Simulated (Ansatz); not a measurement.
Start from `CCCC(=O)N(C)C` and change one atom or group to get `CCCC(=O)OC`.

Ansatz, PBE0-D4/def2-TZVP geometries, multiplicity 1. Each molecule was computed in one conformer, which needn't be the lowest.

| property | `CCCC(=O)N(C)C` |
| --- | --- |
| size of the dipole moment (ωB97M-V/def2-TZVPP) / D | 3.50 |
| HOMO–LUMO gap (PBE/def2-TZVPP) / eV | 5.31 |
| size of the dipole moment (B3LYP/def2-TZVPP) / D | 3.52 |
| HOMO energy (PBE/def2-TZVPP) / eV | -5.51 |
| HOMO–LUMO gap (B3LYP/def2-TZVPP) / eV | 7.23 |
| HOMO energy (PBE0/def2-TZVPP) / eV | -6.86 |

**Question.** What does the change do to each property? (An estimate is asked.)

**Answer.** Computed: 
```json
{"property": "size of the dipole moment (ωB97M-V/def2-TZVPP) / D", "`CCCC(=O)OC`": "1.65", "shift": "-1.85"}
{"property": "HOMO–LUMO gap (PBE/def2-TZVPP) / eV", "`CCCC(=O)OC`": "5.56", "shift": "0.25"}
{"property": "size of the dipole moment (B3LYP/def2-TZVPP) / D", "`CCCC(=O)OC`": "1.65", "shift": "-1.87"}
{"property": "HOMO energy (PBE/def2-TZVPP) / eV", "`CCCC(=O)OC`": "-6.26", "shift": "-0.75"}
{"property": "HOMO–LUMO gap (B3LYP/def2-TZVPP) / eV", "`CCCC(=O)OC`": "7.83", "shift": "0.60"}
{"property": "HOMO energy (PBE0/def2-TZVPP) / eV", "`CCCC(=O)OC`": "-7.93", "shift": "-1.07"}
```

With PBE0 the HOMO falls by 1.07 eV and the LUMO falls by 0.44 eV, so the gap widens by about 0.63 eV. PBE moves the HOMO by -0.75 eV and ωB97M-V by -1.26 eV. Dipoles are sizes alone; their direction can turn.

B3LYP here is the variant with VWN-RPA as its local correlation; programs differ in this.
